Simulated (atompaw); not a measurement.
# Before and after: PAW (atompaw) potential for terbium (Tb)

atompaw 4.2.0.5 input, output lines left out:

```
Tb 65
GGA-PBE scalarrelativistic loggrid 2001 logderivrange -6 5 276
6 6 5 4 0 0
6 1 0
5 2 1
4 3 8
0 0 0
c
c
c
c
v
v
c
c
c
v
v
c
c
v
v
3
3.00 2.60 2.70 2.55
n
n
y
2.1
n
y
4.15
n
bloechl sinc
bessel
```

Change: local potential bessel scheme, radius 1.58 bohr.

Cutoffs: the cutoffs (Ry, on a coarse ladder) from which the occupation-weighted sum of valence levels, in a spherical-Bessel basis at the reference potential, stays within 10 and 1 mRy of its value at 400 Ry; they do not see the model core or the augmentation charge, which bear on the density cutoff.

What does the change do?

The potential gets harder (30 Ry and 35 Ry → 35 Ry and 40 Ry); the range in which the s phases agree narrows (upper end 3.9 → 2.2); neither file shows a bound ghost.

| quantity | base | changed |
| --- | --- | --- |
| cutoff, loose | 30 Ry | 35 Ry |
| cutoff, tight | 35 Ry | 40 Ry |
| loose cutoff by channel (10 mRy a level) | s 12 Ry, p 15 Ry, d 10 Ry, f 25 Ry | s 15 Ry, p 18 Ry, d 18 Ry, f 25 Ry |
| bound ghosts | none | none |
| s: phases at 3.01 bohr within 0.05 rad from the reference energy up to (Ry; the scan ends near 5) | 3.9 | 2.2 |
| p: phases at 3.01 bohr within 0.05 rad from the reference energy up to (Ry; the scan ends near 5) | to the end of the scan | 4.3 |
| d: phases at 3.01 bohr within 0.05 rad from the reference energy up to (Ry; the scan ends near 5) | to the end of the scan | to the end of the scan |
| f: phases at 3.01 bohr within 0.05 rad from the reference energy up to (Ry; the scan ends near 5) | n/a | n/a |
| lowest overlap eigenvalue by channel | s 0.49, p 0.63, d 0.87, f 1.00 | s 0.42, p 0.72, d 0.89, f 0.93 |

 The cutoffs see the waves, projectors and local potential, not the compensation charge or the core.
